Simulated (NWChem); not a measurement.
All runs are NWChem calculations. System: F2Pb, charge 0, spin multiplicity 1, at a geometry optimised with B3LYP/def2-SVP with def2 effective core potentials on Pb. The structure started from a generated list of species. Level: G0W0@PBE/def2-QZVP with def2 effective core potentials on Pb, RI basis def2-qzvp-rifit, no spin-orbit coupling.

Output (cleaned and shortened):

```
             Northwest Computational Chemistry Package (NWChem) 7.3.0
             --------------------------------------------------------

                                NWChem Input Module
                                -------------------

 Scaling coordinates for geometry "geometry" by  1.889725989
 (inverse scale =  0.529177249)

 Turning off AUTOSYM since
 SYMMETRY directive was detected!

                             Geometry "geometry" -> ""
                             -------------------------

 Output coordinates in angstroms (scale by  1.889725989 to convert to a.u.)

  No.       Tag          Charge          X              Y              Z
 ---- ---------------- ---------- -------------- -------------- --------------
    1 Pb                  82.0000     0.00000000     0.00000000     0.24718400
    2 F                    9.0000     1.53911700     0.00000000    -1.12606200
    3 F                    9.0000    -1.53911700     0.00000000    -1.12606200

 Effective nuclear repulsion energy (a.u.)     392.5884499562

            Nuclear Dipole moment (a.u.)
            ----------------------------
        X                 Y               Z
 ---------------- ---------------- ----------------
     0.0000000000     0.0000000000    -0.0000529123

      Symmetry information
      --------------------

 Group name             C2v
 Group number             16
 Group order               4
 No. of unique centers     2

      Symmetry unique atoms

     1    2


 Summary of "ao basis" -> "" (spherical)
 ------------------------------------------------------------------------------
       Tag                 Description            Shells   Functions and Types
 ---------------- ------------------------------  ------  ---------------------
 *                         def2-qzvp                  on all atoms

 Summary of "ri basis" -> "" (spherical)
 ------------------------------------------------------------------------------
       Tag                 Description            Shells   Functions and Types
 ---------------- ------------------------------  ------  ---------------------
 *                      def2-qzvp-rifit               on all atoms

  pbe96 is a nonlocal functional; adding pw91lda local functional.

                                 NWChem DFT Module
                                 -----------------

 Summary of "ao basis" -> "ao basis" (spherical)
 ------------------------------------------------------------------------------
       Tag                 Description            Shells   Functions and Types
 ---------------- ------------------------------  ------  ---------------------
 Pb                        def2-qzvp                22       82   7s6p4d4f1g
 F                         def2-qzvp                17       57   7s4p3d2f1g

 Summary of "ao basis" -> "ao basis" (spherical)
 ------------------------------------------------------------------------------
       Tag                 Description            Shells   Functions and Types
 ---------------- ------------------------------  ------  ---------------------
 Pb                        def2-qzvp                22       82   7s6p4d4f1g
 F                         def2-qzvp                17       57   7s4p3d2f1g

      Symmetry analysis of basis
      --------------------------

        a1         69
        a2         30
        b1         57
        b2         40

            General Information
            -------------------
          SCF calculation type: DFT
          Wavefunction type:  closed shell.
          No. of atoms     :     3
          No. of electrons :    40
           Alpha electrons :    20
            Beta electrons :    20
          Charge           :     0
          Spin multiplicity:     1
          Use of symmetry is: on ; symmetry adaption is: on
          Maximum number of iterations: 100
          This is a Direct SCF calculation.
          AO basis - number of functions:   196
                     number of shells:    56
          Convergence on energy requested:  1.00D-06
          Convergence on density requested:  1.00D-05
          Convergence on gradient requested:  5.00D-04

              XC Information
              --------------
[...]
              MO Center=  1.6D-13,  8.3D-15, -1.1D+00, r^2= 2.9D+00
   Bfn.  Coefficient  Atom+Function         Bfn.  Coefficient  Atom+Function
  ----- ------------  ---------------      ----- ------------  ---------------
    91      0.268280  2 F  py               148     -0.268280  3 F  py
    94      0.238062  2 F  py               151     -0.238062  3 F  py
    97      0.226096  2 F  py               154     -0.226096  3 F  py
   100      0.130815  2 F  py               157     -0.130815  3 F  py
    26     -0.089221  1 Pb d -2              41      0.029997  1 Pb d -2

 Vector   19  Occ=2.000000D+00  E=-2.952858D-01  Symmetry=b1
              MO Center=  6.2D-14, -7.9D-15, -1.1D+00, r^2= 2.9D+00
   Bfn.  Coefficient  Atom+Function         Bfn.  Coefficient  Atom+Function
  ----- ------------  ---------------      ----- ------------  ---------------
    90      0.234658  2 F  px               147      0.234658  3 F  px
    93      0.208686  2 F  px               150      0.208686  3 F  px
    96      0.197580  2 F  px               153      0.197580  3 F  px
    92      0.136847  2 F  pz               149     -0.136847  3 F  pz
    95      0.121087  2 F  pz               152     -0.121087  3 F  pz

 Vector   20  Occ=2.000000D+00  E=-2.821661D-01  Symmetry=a1
              MO Center=  2.9D-15, -1.2D-15, -6.1D-01, r^2= 3.4D+00
   Bfn.  Coefficient  Atom+Function         Bfn.  Coefficient  Atom+Function
  ----- ------------  ---------------      ----- ------------  ---------------
     6      0.258906  1 Pb s                 92     -0.235788  2 F  pz
   149     -0.235788  3 F  pz                 3     -0.223971  1 Pb s
     5      0.222883  1 Pb s                 95     -0.210133  2 F  pz
   152     -0.210133  3 F  pz                98     -0.198084  2 F  pz
   155     -0.198084  3 F  pz                19      0.156226  1 Pb pz

 Vector   21  Occ=0.000000D+00  E=-1.310451D-01  Symmetry=b2
              MO Center=  3.5D-15,  5.5D-15,  3.1D-01, r^2= 3.5D+00
   Bfn.  Coefficient  Atom+Function         Bfn.  Coefficient  Atom+Function
  ----- ------------  ---------------      ----- ------------  ---------------
    21      0.495211  1 Pb py                18      0.414169  1 Pb py
     9     -0.308305  1 Pb py                24      0.181659  1 Pb py
    91     -0.096689  2 F  py               148     -0.096689  3 F  py
    15      0.093624  1 Pb py                94     -0.088876  2 F  py
   151     -0.088876  3 F  py                42      0.077511  1 Pb d -1

 Vector   22  Occ=0.000000D+00  E=-5.806838D-02  Symmetry=b1
              MO Center= -2.7D-15, -9.0D-15,  5.6D-01, r^2= 5.1D+00
   Bfn.  Coefficient  Atom+Function         Bfn.  Coefficient  Atom+Function
  ----- ------------  ---------------      ----- ------------  ---------------
    23      0.479780  1 Pb px                17      0.339945  1 Pb px
    20      0.307841  1 Pb px                 8     -0.238404  1 Pb px
    44     -0.197825  1 Pb d  1              29      0.152224  1 Pb d  1
    92     -0.099473  2 F  pz               149      0.099473  3 F  pz
    95     -0.091301  2 F  pz               152      0.091301  3 F  pz

 Vector   23  Occ=0.000000D+00  E=-5.358105D-02  Symmetry=a1
              MO Center= -1.8D-14,  8.4D-15,  5.8D-01, r^2= 5.3D+00
   Bfn.  Coefficient  Atom+Function         Bfn.  Coefficient  Atom+Function
  ----- ------------  ---------------      ----- ------------  ---------------
    25      0.510174  1 Pb pz                 6     -0.338836  1 Pb s
    19      0.302616  1 Pb pz                22      0.282327  1 Pb pz
     7      0.251371  1 Pb s                  5     -0.232118  1 Pb s
    10     -0.214620  1 Pb pz                 3      0.206848  1 Pb s
    43      0.180408  1 Pb d  0              90     -0.107721  2 F  px

 center of mass
 --------------
 x =   0.00000000 y =   0.00000000 z =   0.06623772

 moments of inertia (a.u.)
 ------------------
         216.355385272795           0.000000000000           0.000000000000
           0.000000000000         537.786537196946           0.000000000000
           0.000000000000           0.000000000000         321.431151924152

     Multipole analysis of the density
     ---------------------------------

     L   x y z        total         alpha         beta         nuclear
     -   - - -        -----         -----         ----         -------
     0   0 0 0     -0.000000    -20.000000    -20.000000     40.000000

     1   1 0 0      0.000000      0.000000      0.000000      0.000000
     1   0 1 0     -0.000000     -0.000000     -0.000000      0.000000
     1   0 0 1      1.881103     14.953879     14.953879    -28.026655

     2   2 0 0    -33.151227    -92.710456    -92.710456    152.269684
     2   1 1 0      0.000000      0.000000      0.000000      0.000000
     2   1 0 1      0.000000      0.000000      0.000000      0.000000
     2   0 2 0    -24.326970    -12.163485    -12.163485      0.000000
     2   0 1 1      0.000000      0.000000      0.000000      0.000000
     2   0 0 2    -29.939816    -58.123506    -58.123506     86.307196

 Task  times  cpu:      151.7s     wall:      151.7s

                                NWChem Input Module
                                -------------------

                                 NWChem GW Module
                                 ----------------

                             ***********************
                             ***        GW       ***
                             ***********************

 Summary of "ri basis" -> "ri basis" (spherical)
 ------------------------------------------------------------------------------
       Tag                 Description            Shells   Functions and Types
 ---------------- ------------------------------  ------  ---------------------
 Pb                     def2-qzvp-rifit             49      265   10s10p9d8f6g4h2i
 F                      def2-qzvp-rifit             33      141   9s8p7d5f3g1h

                 Memory Information
                 ------------------
          Available GA per process is          1699.7 MBs
          Available stack per process is        700.0 MBs
          Available heap per process is           0.1 MBs

          Peak memory in Initialization
              Peak GA per process is                 20.6 MBs
              Peak stack per process is               0.5 MBs
              Peak heap per process is               21.6 MBs
              Memory not in MA per process            0.0 MBs

          Peak memory in CDGW Calculation
              Peak GA per process is                 25.5 MBs
              Peak stack per process is               4.6 MBs
              Peak heap per process is                4.6 MBs
              Memory not in MA per process            0.0 MBs

          Computing 2-center integrals
          Computing Inverse Cholesky factor
          Computing 3-center integrals
          Computing Vxc

          Computing Sigma_x
          Computing W(iw) on the imaginary grid
          Solving quasiparticle equations

                  Alpha Orbitals
          State     Energy (eV)     Error (eV)
          -----------------------------------
@GW        17        -11.471           0.006
@GW        18        -11.211           0.005
@GW        19        -11.277           0.002
@GW        20        -10.922           0.003
@GW        21         -1.006           0.002
@GW        22          0.767           0.002

     GW Timing Statistics
   ------------------------
   Init.   :          0.7s
     ERIs  :         10.7s
     Distr.:          0.1s
     Vxc   :          0.4s
   Vmo     :          0.0s
   iW      :         12.2s
   I_n     :          0.0s
   R_n     :          3.2s
   GW total:         27.3s

 Task  times  cpu:       27.3s     wall:       27.3s

 Total times  cpu:      179.0s     wall:      179.0s
```

**Question.** Write an NWChem input that would produce this output.

**Answer.** This is not unique; one that fits is 
```
start mol
memory heap 200 mb stack 700 mb global 1700 mb
geometry units angstroms nocenter noautoz
  Pb     0.000000     0.000000     0.247184
  F      1.539117     0.000000    -1.126062
  F     -1.539117     0.000000    -1.126062
  symmetry group C2v
end
basis spherical
  * library def2-qzvp
end
ecp
  Pb library def2-ecp
end
basis "ri basis" bse spherical
  * library def2-qzvp-rifit
end
dft
  xc xpbe96 cpbe96
  iterations 100
  direct
  tolerances tight
end
task dft energy
gw
  method cdgw
  states alpha occ 4 vir 2
end
task dft gw
```
